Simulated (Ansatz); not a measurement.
Compare A (`C[C@H]1C[Si@H]1Cl`) with its isomer B (`[SiH3]/C=C\CCl`).

Program: Ansatz. Geometries: PBE0-D4/def2-TZVP. ΔE: electronic, gas phase. CBS: MP2 limit from def2 TZ/QZ plus the TZ coupled-cluster correction, frozen cores. Functionals use def2-TZVPP. One conformer a species, not always the lowest.

A:

Z-matrix (Å, degrees):
```
C
C 1 1.507
H 1 1.093 2 111.4
H 1 1.092 2 111.2 3 -119.7
H 1 1.095 2 111.1 3 119.9
C 2 1.564 1 117.6 3 -49.0
Si 2 1.837 1 124.0 3 27.6
H 2 1.089 1 113.6 3 176.0
H 6 1.086 2 117.1 1 -129.3
H 6 1.087 2 114.5 1 5.9
Cl 7 2.046 2 119.2 1 -2.7
H 7 1.475 2 123.1 1 145.2
```

B:

Z-matrix (Å, degrees):
```
Si
C 1 1.863
H 1 1.488 2 109.7
H 1 1.486 2 108.9 3 118.0
H 1 1.485 2 112.6 3 -121.1
C 2 1.333 1 129.2 3 114.2
H 2 1.090 1 114.8 3 -66.4
C 6 1.484 2 125.8 1 -1.8
H 6 1.089 2 119.7 1 178.4
Cl 8 1.793 6 110.3 2 119.1
H 8 1.091 6 111.3 2 -123.8
H 8 1.087 6 112.7 2 -0.5
```

(1) Which isomer does CCSD(T)/CBS put lower? Give the gap. (An estimate is asked.)

(2) Give E(B) − E(A) in kcal/mol with CCSD/def2-TZVPP, CCSD(T)/def2-TZVPP, HF/def2-TZVPP, MP2/def2-TZVPP, r2SCAN-D4, PBE0-D4, PBE-D4. (Estimate.)

Largest T1 diagnostic: 0.011.

## Answers

(1) The calculation gave: A, by 27.6 kcal/mol.

(2) Ansatz gave: CCSD/def2-TZVPP 26.7, CCSD(T)/def2-TZVPP 26.7, HF/def2-TZVPP 21.2, MP2/def2-TZVPP 30.5, r2SCAN-D4 30.7, PBE0-D4 30.9, PBE-D4 29.3. None reverses the order clearly.

From PBE to PBE0 (25 % exact exchange), in def2-TZVPP and without D4, E(B) − E(A) moves by +1.7 kcal/mol. In def2-TZVPP, CCSD(T) changes the Hartree–Fock value by +5.5 kcal/mol (the triples alone add −0.0 kcal/mol) and MP2 by +9.3 kcal/mol.
